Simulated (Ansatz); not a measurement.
Ba2Se2. The state is a quintet with charge 0. Geometry PBE-D4/def2-SVP; atoms count from 1.

```xyz
4

Ba   -2.599    0.455   -0.889
Ba    2.600   -0.453    0.888
Se   -0.141    1.089    0.970
Se    0.141   -1.091   -0.969
```

In the def2 sets Ba takes a core potential; there is no spin–orbit coupling. At PBE0-D4/def2-TZVP a singlet of charge 0 lies 4.39 eV below the quintet, each at its own geometry. The structure comes from a short search, and lower isomers may exist.

Question: Estimate the Mulliken populations from the PBE0/def2-TZVP orbitals of Ansatz.

Answer: 
```
atom  charge (e)  spin (α − β)
 Ba1        0.63          0.98
 Ba2        0.63          0.98
 Se3       -0.63          1.02
 Se4       -0.63          1.02
```
Mulliken values and Mayer orders depend strongly on the basis.

Question: Where does the spin sit?

Answer: Summed by element: Ba 1.97, Se 2.03, of 4 unpaired in all. Largest on single atoms: Se3 1.02, Se4 1.02, Ba1 0.98.

Question: And the Mayer bond orders between bonded heavy atoms (over 0.3)?

Answer: Ba1–Se3 0.35 (3.15 Å); Ba1–Se4 0.35 (3.15 Å); Ba2–Se3 0.35 (3.15 Å); Ba2–Se4 0.35 (3.15 Å). Values over 0.3 also appear between atoms too far apart for a bond (Se3–Se4 0.85 at 2.93 Å); they arise where an orbital or an unpaired electron spreads over both atoms.
